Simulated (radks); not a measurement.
Calculated with a radial shooting solver on a logarithmic mesh with Libxc functionals: non-relativistic Kohn-Sham, LB94 model potential, spin-unpolarised, spherical densities, point nucleus. Response by self-consistent Sternheimer equations with the Hartree and adiabatic LDA kernel. For heavy and open-shell atoms this level of theory can miss by tens of per cent. Rank Au4+, Au, Au6+, Au5+, Au+, Au2+, Au3+ (NIST ground configurations) by static dipole polarisability, largest first.

Answer. Au 37.50, Au+ 11.27, Au2+ 7.514, Au3+ 5.388, Au4+ 4.048, Au5+ 3.143, Au6+ 2.503 bohr^3.
